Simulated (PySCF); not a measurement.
Precursor series Hf F-NH2. Isolated molecules, 0 K electronic values unless said otherwise. One relaxed conformer stands for each flexible species; it need not be the lowest.

The numbers are results of B3LYP-D3(BJ)/def2-TZVP // r2SCAN-D4/def2-SVP (PySCF 2.14.0), not measurements. All candidates: neutral, multiplicity 1. B3LYP has the VWN-RPA correlation part, as in Gaussian. 

```yaml
HOMO: -6.43 eV
HOMO–LUMO gap: 6.27 eV
LUMO: -0.16 eV
```

Problem. Which member has these values?
(A) [Hf(F)2(NH2)2]
(B) [Hf(F)3(NH2)]
(C) [Hf(F)(NH2)3]
(D) [Hf(NH2)4]

Solution. D, [Hf(NH2)4]. The others give [Hf(F)(NH2)3]: -6.80 eV, 6.44 eV, -0.36 eV; [Hf(F)2(NH2)2]: -7.27 eV, 6.66 eV, -0.61 eV; [Hf(F)3(NH2)]: -7.90 eV, 6.92 eV, -0.97 eV
